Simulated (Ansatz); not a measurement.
Mulliken charges of CH6BClGe (`B[CH](Cl)[GeH3]`) from ωB97M-V/def2-TZVPP in Ansatz (PBE0-D4/def2-TZVP geometry).

```tsv
atom	x (Å)	y (Å)	z (Å)	charge (e)
B1	0.159	1.396	-0.524	-0.266
C2	0.843	0.056	-0.309	-0.163
Cl3	2.180	-0.030	0.863	-0.105
Ge4	-0.711	-0.988	0.451	0.047
H5	-0.589	1.492	-1.455	0.090
H6	0.272	2.288	0.260	0.096
H7	1.119	-0.514	-1.197	0.173
H8	-0.092	-2.275	1.004	0.057
H9	-1.379	-0.184	1.574	0.040
H10	-1.720	-1.292	-0.666	0.029
```

**Question.** By hand: the dipole of these point charges (1 e Å = 4.8032 D).

**Answer.** Σ q r = (-0.386, -0.333, -0.092) e Å, of length 0.518 e Å = 2.49 D.

**Question.** How does the dipole of the full density compare? (Best estimate.)

**Answer.** Ansatz gave: (-0.249, -0.183, -0.177) e Å, 1.71 D; the point charges give 1.46 times that, at 20° from its direction.

Point charges leave out the atoms' own dipoles, such as those of lone pairs, and Mulliken's split depends on the basis, so the two needn't agree.
